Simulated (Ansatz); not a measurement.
Species: sum formula SiH$_{2}$Cl (charge 0, doublet). It need not be the lowest isomer of its formula. 
Coordinates optimised at B3LYP-D3(BJ)/def2-TZVP (Ansatz, a first-principles code):
```
Si
H 1 1.4844
H 1 1.4844 2 111.01
Cl 1 2.0680 2 108.33 3 118.83
```
Charge 0, spin multiplicity 2.

Quantity: vertical ionisation energy (to the singlet state of charge +1; each state is the SCF solution reached for its spin), in eV. Cores are frozen in the correlated levels unless marked. UHF or UKS for open shells. No spin-orbit coupling. No relativistic terms. CBS marks a two-point X^-3 extrapolation of the correlation energy; Hartree-Fock from the larger set.

| level | program | vertical ionisation energy (eV) |
|---|---|---|
| HF/aug-cc-pV(D+d)Z | Ansatz | 8.72 |
| PBE0/def2-TZVPD | Ansatz | 8.96 |
| CAM-B3LYP/def2-TZVPD | Ansatz | 8.99 |
| wB97M-V/def2-TZVPD | Ansatz | 8.76 |
| wB97X-V/def2-TZVPD | Ansatz | 8.89 |
| RI-MP2/aug-cc-pV(T+d)Z | Ansatz | 8.83 |
| SCS-MP2/aug-cc-pV(T+d)Z | Ansatz | 8.77 |

Problem. What does CCSD(T)/CBS(def2-TZVPPD,def2-QZVPPD) (Ansatz) give?

Solution. 8.90 eV, so SCS-MP2/aug-cc-pV(T+d)Z differs from it by -0.13 eV.
